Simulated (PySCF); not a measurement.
Record of a relaxation.

Compound: C₄H₉BO.
SMILES with atom numbers: `[CH3:1][B:2]([CH3:3])/[CH:4]=[CH:5]/[OH:6]` (hydrogens: H7, H8, H9 on C1; H10, H11, H12 on C3; H13 on C4; H14 on C5; H15 on O6)

Method: PySCF 2.14.0, PBE0-D3(BJ)/def2-SVP geometry optimisation, gas phase; density fitting, grid level 2; the optimiser is geomeTRIC in internal coordinates, started from a GFN2-xTB structure. 6 of its 8 geometries are shown. The frame can shift and turn from step to step; on so coarse a grid that alone can change the energy by a few meV, and forces under 0.02 eV/Å are noise.

Step 0: E = -7004.8003 eV, largest atomic force 1.046 eV/Å
```
atom  x, y, z in Å  |  force x, y, z in eV/Å
C1     -1.439   -1.561   -0.280    0.063   0.508   0.131
B2     -0.577   -0.272    0.026   -0.103   0.053   0.018
C3     -1.266    1.099    0.419    0.076  -0.442  -0.120
C4      0.955   -0.398   -0.073   -0.321  -0.164  -0.030
C5      1.825    0.591    0.151    1.039  -0.091  -0.072
O6      3.167    0.419    0.049   -0.592   0.015   0.030
H7     -1.163   -2.373    0.391    0.203  -0.378   0.302
H8     -1.235   -1.928   -1.285    0.173  -0.175  -0.465
H9     -2.512   -1.413   -0.195   -0.455   0.084   0.043
H10    -2.351    1.041    0.451   -0.445  -0.045   0.008
H11    -1.006    1.889   -0.285    0.167   0.368  -0.326
H12    -0.932    1.443    1.397    0.199   0.162   0.449
H13     1.400   -1.349   -0.343    0.220  -0.444  -0.125
H14     1.491    1.586    0.427   -0.076   0.490   0.136
H15     3.641    1.234    0.244   -0.147   0.059   0.021
```

Step 1: E = -7004.8356 eV, largest atomic force 0.348 eV/Å
```
atom  x, y, z in Å  |  force x, y, z in eV/Å
C1     -1.420   -1.619   -0.135   -0.035  -0.070  -0.033
B2     -0.550   -0.327    0.116    0.020  -0.007  -0.036
C3     -1.222    1.040    0.557   -0.026   0.084   0.026
C4      0.970   -0.424   -0.132    0.061  -0.090   0.056
C5      1.792    0.636   -0.015   -0.182   0.253  -0.155
O6      3.089    0.619   -0.342    0.130  -0.060   0.088
H7     -1.109   -2.429    0.551    0.017   0.033  -0.008
H8     -1.224   -2.014   -1.149    0.004   0.007   0.039
H9     -2.506   -1.479   -0.026    0.001   0.006   0.016
H10    -2.319    0.985    0.622    0.011  -0.010   0.011
H11    -0.974    1.852   -0.149   -0.010  -0.026   0.030
H12    -0.850    1.374    1.543    0.008  -0.023  -0.018
H13     1.437   -1.358   -0.473   -0.018   0.021  -0.025
H14     1.409    1.610    0.328    0.018  -0.079  -0.013
H15     3.471    1.493   -0.211    0.001  -0.040   0.021
```

Step 3: E = -7004.8422 eV, largest atomic force 0.303 eV/Å
```
atom  x, y, z in Å  |  force x, y, z in eV/Å
C1     -1.424   -1.622   -0.132   -0.001   0.017   0.005
B2     -0.560   -0.317    0.080   -0.010   0.033  -0.015
C3     -1.226    1.043    0.556   -0.002  -0.021  -0.007
C4      0.959   -0.411   -0.186    0.202  -0.039  -0.137
C5      1.790    0.643   -0.067   -0.026   0.210   0.217
O6      3.115    0.608   -0.266   -0.096  -0.205  -0.090
H7     -1.074   -2.414    0.554    0.007  -0.001   0.011
H8     -1.255   -2.028   -1.145    0.000  -0.006  -0.006
H9     -2.506   -1.494    0.017    0.006   0.001   0.003
H10    -2.319    0.978    0.662   -0.001  -0.002  -0.002
H11    -1.007    1.866   -0.146    0.002   0.014  -0.004
H12    -0.818    1.361    1.532    0.007  -0.009   0.003
H13     1.425   -1.352   -0.503   -0.004  -0.041   0.030
H14     1.397    1.623    0.237   -0.038   0.048   0.000
H15     3.497    1.477   -0.109   -0.046   0.003  -0.007
```

Step 4: E = -7004.8469 eV, largest atomic force 0.087 eV/Å
```
atom  x, y, z in Å  |  force x, y, z in eV/Å
C1     -1.421   -1.621   -0.134   -0.013   0.007  -0.008
B2     -0.557   -0.316    0.078    0.004  -0.035   0.023
C3     -1.224    1.043    0.553   -0.009   0.006  -0.013
C4      0.962   -0.412   -0.180   -0.009   0.024   0.025
C5      1.782    0.648   -0.043    0.019   0.004  -0.085
O6      3.099    0.601   -0.282    0.003  -0.008   0.029
H7     -1.073   -2.412    0.555    0.007   0.006   0.005
H8     -1.250   -2.030   -1.146   -0.003  -0.006   0.000
H9     -2.504   -1.493    0.012   -0.001  -0.003  -0.001
H10    -2.317    0.980    0.654    0.001   0.001  -0.001
H11    -1.001    1.868   -0.147   -0.005   0.003   0.005
H12    -0.819    1.359    1.530    0.001  -0.007   0.004
H13     1.434   -1.351   -0.496   -0.002   0.014  -0.004
H14     1.392    1.628    0.265    0.004  -0.006   0.015
H15     3.490    1.468   -0.136    0.004   0.000   0.007
```

Step 6: E = -7004.8476 eV, largest atomic force 0.040 eV/Å
```
atom  x, y, z in Å  |  force x, y, z in eV/Å
C1     -1.420   -1.622   -0.132   -0.004   0.005   0.002
B2     -0.561   -0.313    0.074    0.003  -0.004  -0.007
C3     -1.229    1.044    0.552   -0.005  -0.002  -0.006
C4      0.958   -0.404   -0.191   -0.003   0.009  -0.018
C5      1.783    0.652   -0.054    0.014  -0.010   0.036
O6      3.104    0.593   -0.274   -0.003   0.002  -0.011
H7     -1.063   -2.407    0.559    0.000   0.001   0.003
H8     -1.253   -2.035   -1.143    0.001   0.000   0.003
H9     -2.502   -1.499    0.020   -0.001  -0.002   0.000
H10    -2.322    0.977    0.659   -0.001   0.001   0.000
H11    -1.012    1.872   -0.146    0.001   0.000   0.003
H12    -0.820    1.357    1.528   -0.002  -0.003   0.003
H13     1.429   -1.343   -0.508    0.001   0.001   0.003
H14     1.400    1.633    0.258   -0.001   0.001  -0.007
H15     3.502    1.455   -0.118   -0.001   0.001  -0.003
```

Step 7: E = -7004.8477 eV, largest atomic force under 0.02 eV/Å
```
atom  x, y, z in Å  |  force x, y, z in eV/Å
C1     -1.421   -1.621   -0.132    0.001   0.000   0.000
B2     -0.560   -0.313    0.073   -0.001  -0.004   0.003
C3     -1.230    1.044    0.551    0.000   0.002  -0.005
C4      0.959   -0.404   -0.191   -0.001   0.003  -0.004
C5      1.785    0.651   -0.051    0.003   0.003  -0.003
O6      3.105    0.593   -0.276   -0.001  -0.004   0.001
H7     -1.064   -2.405    0.560    0.000   0.001   0.002
H8     -1.253   -2.036   -1.142    0.000  -0.002   0.001
H9     -2.503   -1.498    0.020    0.000   0.000  -0.001
H10    -2.323    0.976    0.656    0.000   0.000  -0.001
H11    -1.013    1.872   -0.145    0.002   0.001   0.003
H12    -0.823    1.355    1.529   -0.002  -0.002   0.003
H13     1.430   -1.343   -0.509   -0.001   0.002  -0.001
H14     1.402    1.632    0.262    0.000   0.000   0.001
H15     3.502    1.455   -0.121    0.000   0.000   0.001
```

Task: Summarise the path.

Result: The energy falls by 0.0474 eV from step 0 to step 7; nine tenths of that is first reached at step 4. It rises by more than 0.2 meV at step 3. The largest force goes from 1.046 to under 0.02 eV/Å. Among the bonds C5–O6 changes most (a near tie, within 0.001 Å, with another), from 1.357 to 1.340 Å; the atoms move by 0.062 Å rms after alignment.

What follows is the cost of the whole optimisation. Time: 50 s; peak memory 0.70 GiB. Hardware: one thread, Arm Neoverse V2 (aarch64), shared host.
